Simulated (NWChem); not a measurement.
System meant: CH3FMoOS; SMILES [CH3][Mo](=[O])([F])=[S]

Input file for NWChem:

```
start job
memory heap 200 mb stack 900 mb global 1100 mb
geometry units angstroms noautoz
  Mo     0.016930    -0.199812     0.053013
  O     -0.986965    -0.609001     1.346105
  S      0.152409     1.922287    -0.064565
  F      1.670047    -1.047490     0.050502
  C     -1.087479    -0.738799    -1.642752
  H     -2.087674    -0.262364    -1.656639
  H     -1.210835    -1.843763    -1.605916
  H     -0.524512    -0.440657    -2.551483
end
basis spherical
  Mo library def2-svp
  O library def2-svp
  S library def2-svp
  F library def2-svp
  C library def2-svp
  H library def2-svp
end
dft
  xc pbe0
  iterations 150
  mulliken
end
task dft energy
```

End of the output:

```
             Northwest Computational Chemistry Package (NWChem) 7.3.0
             --------------------------------------------------------

 C1  symmetry detected

                             Geometry "geometry" -> ""
                             -------------------------

 Output coordinates in angstroms (scale by  1.889725989 to convert to a.u.)

  No.       Tag          Charge          X              Y              Z
 ---- ---------------- ---------- -------------- -------------- --------------
    1 Mo                  42.0000     0.04691712     0.21340309    -0.07902084
    2 O                    8.0000    -0.37189181     0.59781545    -1.66777945
    3 S                   16.0000     0.18165955    -1.90436814     0.10090370
    4 F                    9.0000     1.53978029     1.10721293     0.57199653
    5 C                    6.0000    -1.65390861     0.71638889     1.03455103
    6 H                    1.0000    -2.56423993     0.21198490     0.65448960
    7 H                    1.0000    -1.78220116     1.81754651     0.94229078
    8 H                    1.0000    -1.49006701     0.43165592     2.09459612

 Effective nuclear repulsion energy (a.u.)     582.3695821317

                                 NWChem DFT Module
                                 -----------------

 Summary of "ao basis" -> "ao basis" (spherical)
 ------------------------------------------------------------------------------
       Tag                 Description            Shells   Functions and Types
 ---------------- ------------------------------  ------  ---------------------
 Mo                         def2-svp                11       31   5s3p2d1f
 O                          def2-svp                 6       14   3s2p1d
 S                          def2-svp                 8       18   4s3p1d
 F                          def2-svp                 6       14   3s2p1d
 C                          def2-svp                 6       14   3s2p1d
 H                          def2-svp                 3        5   2s1p

            General Information
            -------------------
          SCF calculation type: DFT
          Wavefunction type:  closed shell.
          No. of atoms     :     8
          No. of electrons :    84
           Alpha electrons :    42
            Beta electrons :    42
          Charge           :     0
          Spin multiplicity:     1
          Use of symmetry is: off; symmetry adaption is: off
          Maximum number of iterations: 150
          AO basis - number of functions:   106
                     number of shells:    46
          Convergence on energy requested:  1.00D-06
          Convergence on density requested:  1.00D-05
          Convergence on gradient requested:  5.00D-04

              XC Information
              --------------
                         PBE0 Method XC Functional
                     Hartree-Fock (Exact) Exchange  0.250
          PerdewBurkeErnzerhof Exchange Functional  0.750
            Perdew 1991 LDA Correlation Functional  1.000 local
           PerdewBurkeErnz. Correlation Functional  1.000 non-local

             Grid Information
             ----------------
          Grid used for XC integration:  medium
          Radial quadrature: Mura-Knowles
          Angular quadrature: Lebedev.
          Tag              B.-S. Rad. Rad. Pts. Rad. Cut. Ang. Pts.
          ---              ---------- --------- --------- ---------
          Mo                  1.45      123           9.0       590
          O                   0.60       49          11.0       434
          S                   1.00       88          11.0       590
          F                   0.50       49          11.0       434
          C                   0.70       49          10.0       434
          H                   0.35       45          11.0       434
          Grid pruning is: on
          Number of quadrature shells:   493
          Spatial weights used:  Erf1

      Superposition of Atomic Density Guess
      -------------------------------------

 Sum of atomic energies:       -1394.78046845

      Non-variational initial energy
      ------------------------------

 Total energy =   -1402.798460
 1-e energy   =   -3049.650826
 2-e energy   =    1064.482784
 HOMO         =      -1.349892
 LUMO         =      -1.254966

     ---------------------------------------------
      Total Density - Mulliken Population Analysis
     ---------------------------------------------

    Atom       Charge   Shell Charges
 -----------   ------   -------------------------------------------------------
    1 Mo  42    49.99   2.00  2.02  2.05  2.33 -0.37  6.07  9.52 -0.23 10.43  1.92 14.24
    2 O    8     9.40   1.99  1.20  0.62  4.07  1.40  0.12
    3 S   16    11.47   2.00  1.99  0.80  0.22  5.92  0.83 -0.45  0.17
    4 F    9     9.44   1.99  1.13  0.72  3.66  1.88  0.06
    5 C    6     3.34   1.99  1.07  0.42  0.93 -1.10  0.03
    6 H    1     0.12   0.15 -0.03  0.01
    7 H    1     0.10   0.12 -0.02  0.00
    8 H    1     0.14   0.17 -0.04  0.01

   convergence    iter        energy       DeltaE   RMS-Dens  Diis-err
 ---------------- ----- ----------------- --------- --------- ---------
 d= 0,ls=0.0,diis     1  -1438.8243025975 -2.02D+03  4.46D-01  4.28D+01
 d= 0,ls=0.0,diis     2  -1397.7108648585  4.11D+01  2.74D-01  1.86D+02
 d= 0,ls=0.0,diis     3  -1445.4837707703 -4.78D+01  1.79D-01  9.53D+00
 d= 0,ls=0.0,diis     4  -1444.3006847317  1.18D+00  1.01D-01  2.07D+01
 d= 0,ls=0.0,diis     5  -1446.0768600944 -1.78D+00  4.87D-02  5.80D+00
 d= 0,ls=0.0,diis     6  -1446.6625083033 -5.86D-01  8.48D-03  2.50D-01
  Resetting Diis
 d= 0,ls=0.0,diis     7  -1446.6857663326 -2.33D-02  5.63D-03  3.02D-02
 d= 0,ls=0.0,diis     8  -1446.6877616285 -2.00D-03  1.22D-02  1.01D-02
 d= 0,ls=0.0,diis     9  -1446.6757711670  1.20D-02  8.74D-03  8.41D-02
 d= 0,ls=0.0,diis    10  -1446.6890831377 -1.33D-02  9.95D-04  3.48D-03
 d= 0,ls=0.0,diis    11  -1446.6894402305 -3.57D-04  2.29D-04  1.16D-04
 d= 0,ls=0.0,diis    12  -1446.6894524800 -1.22D-05  9.17D-05  1.03D-05
 d= 0,ls=0.0,diis    13  -1446.6894534098 -9.30D-07  3.49D-05  1.81D-06
 d= 0,ls=0.0,diis    14  -1446.6894536334 -2.24D-07  1.34D-05  6.21D-08
 d= 0,ls=0.0,diis    15  -1446.6894536439 -1.05D-08  4.38D-06  8.05D-09

         Total DFT energy =    -1446.689453643926
      One electron energy =    -3278.972013832357
           Coulomb energy =     1330.849801924166
    Exchange-Corr. energy =      -80.936823867442
 Nuclear repulsion energy =      582.369582131707

 Numeric. integr. density =       84.000017353541

                       DFT Final Molecular Orbital Analysis
                       ------------------------------------

[...]
```

Question: Find the fault in this run and fix the input.

Answer: The run ends normally but its numbers are meaningless: the def2 basis of a heavy element holds valence functions alone and wants its effective core potential (without it all electrons must fit into that basis). This input runs:
```
start job
memory heap 200 mb stack 900 mb global 1100 mb
geometry units angstroms noautoz
  Mo     0.016930    -0.199812     0.053013
  O     -0.986965    -0.609001     1.346105
  S      0.152409     1.922287    -0.064565
  F      1.670047    -1.047490     0.050502
  C     -1.087479    -0.738799    -1.642752
  H     -2.087674    -0.262364    -1.656639
  H     -1.210835    -1.843763    -1.605916
  H     -0.524512    -0.440657    -2.551483
end
basis spherical
  * library def2-svp
end
ecp
  Mo library def2-ecp
end
dft
  xc pbe0
  iterations 150
  mulliken
end
task dft energy
```
It converges to -680.82868 Ha (PBE0/def2-SVP with def2 effective core potentials on Mo). The faulty run gave -1446.689 Ha, with all electrons squeezed into the valence basis.
